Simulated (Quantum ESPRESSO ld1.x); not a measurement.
The numbers below are computed, except where a source is named.
Problem. All-electron atom: As4+ in [Ar] 3d9 4s1 4f1 (not the ground configuration). Code: ld1.x of Quantum ESPRESSO 7.5. Model: Dirac Kohn-Sham, PBEsol, spin-unpolarised, spherical densities, point nucleus; open shells are shared between the two j in proportion to 2j + 1. Some entries of the table are withheld. Estimate them.

orbital,occ.,eigenvalue (Ry),r(max) (bohr),<r^2> (bohr^2)
1s1/2,2,-865.8214,(1),(2)
2s1/2,2,-114.5540,0.171,0.04847
2p1/2,2,-102.9526,0.134,0.03748
2p3/2,4,-100.2681,0.137,0.03895
3s1/2,2,-19.0902,0.519,0.4043
3p1/2,2,-15.1779,0.514,(3)
3p3/2,4,-14.7978,0.523,(4)
3d3/2,3.6,-8.0768,0.467,0.5017
3d5/2,5.4,-8.0187,0.471,0.5074
4s1/2,1,-4.7851,1.43,2.854
4f5/2,0.428571,-1.4078,2.97,12.46
4f7/2,0.571429,-1.4077,2.97,12.46

Solution. 
(1) 1s1/2 r(max) (bohr): 0.030
(2) 1s1/2 <r^2> (bohr^2): 0.002789
(3) 3p1/2 <r^2> (bohr^2): 0.4235
(4) 3p3/2 <r^2> (bohr^2): 0.4374
